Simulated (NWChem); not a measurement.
**Lowest excitation of F4Ge**

SMILES: [F][Ge]([F])([F])[F]
```xyz
5

F      0.0000     1.3865    -0.9804
Ge     0.0000     0.0000     0.0000
F      0.0000    -1.3865    -0.9804
F      1.3865     0.0000     0.9804
F     -1.3865     0.0000     0.9804
```
Charge 0, spin multiplicity 1.

The numbers come from NWChem runs, not from measurements. All single points use one geometry, from PBE0/def2-SVP, a minimum by its harmonic frequencies.

Basis set: def2-SVP.

```csv
method,lowest vertical singlet excitation energy (eV),relative cost,difference from EOM-CCSD
TD-PBE,7.50,under 3,-2.77
CIS,11.83,1,+1.56
TD-BHandHLYP,9.76,under 3,-0.51
TD-B3LYP,8.43,under 3,-1.84
EOM-CCSD,10.26,6,0.00
```

The values span 4.33 eV, from TD-PBE (lowest) to CIS (highest). Relative cost: rough, from shared machines, SCF included, CIS = 1.

The Hamiltonian is non-relativistic. The correlated methods keep 13 core orbitals frozen. B3LYP has NWChem's definition, with VWN1-RPA local correlation. The structure started from a generated list of species. No row is a measurement; the coupled-cluster row has its own basis-set and correlation limits.
